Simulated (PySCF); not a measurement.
Dipole moment and polarisability of (HBe-mu-F)2

Compound: (HBe-mu-F)2.
Cartesian coordinates in Å at the PBE0-D3(BJ)/def2-SVP level; atoms count from 1:
```
atom  x, y, z in Å
Be1    0.8081    0.2872   -0.7515
H2     1.7526    0.6215   -1.6302
F3    -0.4993   -0.6245   -0.7756
Be4   -0.8091   -0.2885    0.7500
H5    -1.7510   -0.6195    1.6329
F6     0.4987    0.6236    0.7745
```

Level: B3LYP/def2-SVPD (PySCF), static field, nuclei fixed, core orbitals frozen in the response. The polarisability tensor in these axes (au):

```
x   33.45  1.03 -2.80
y    1.03 30.84 -1.01
z   -2.80 -1.01 33.04
```

Problem. Give the principal values, the mean and the anisotropy Δα = √{½[(α1 − α2)² + (α2 − α3)² + (α1 − α3)²]}.

Solution. Principal values 30.41, 30.50 and 36.42 au; mean 32.44 au = 4.81 Å³ = 5.35 × 10⁻⁴⁰ C²·m²/J; Δα = 5.97 au (18 % of the mean).

Problem. What is the dipole moment?

Solution. 0.01 D; point group D2h allows none, and the residue is numerical.

Problem. What molar refraction does this α imply?

Solution. Lorentz–Lorenz: R = (4π/3)N_A α = 2.5225 cm³/(mol·Å³) × 4.81 Å³ = 12.1 cm³/mol, in the limit of long wavelengths.

Problem. Rayleigh depolarisation ratio (linearly polarised light, static tensor)?

Solution. ρ = 3Δα²/(45ᾱ² + 4Δα²) = 106.8/(47369 + 142.4) = 0.00225.

Problem. Find the Langevin capture rate constant for NO+ (29.998 u) meeting this molecule (58.037 u), k = 2.342 × 10⁻⁹ cm³/s × √(α in Å³ / reduced mass in u).

Solution. The reduced mass is 19.78 u, so k = 1.15 × 10⁻⁹ cm³/s.

Problem. Refractivity n − 1 of an ideal gas of it at 273.15 K and 1 atm, from the electronic α?

Solution. N = p/kT = 2.6868 × 10¹⁹ cm⁻³, so n − 1 = 2π × N × 4.81 × 10⁻²⁴ cm³ = 812 × 10⁻⁶ at long wavelengths.

Geometry: PBE0-D3(BJ)/def2-SVP, one conformer, isolated molecule.
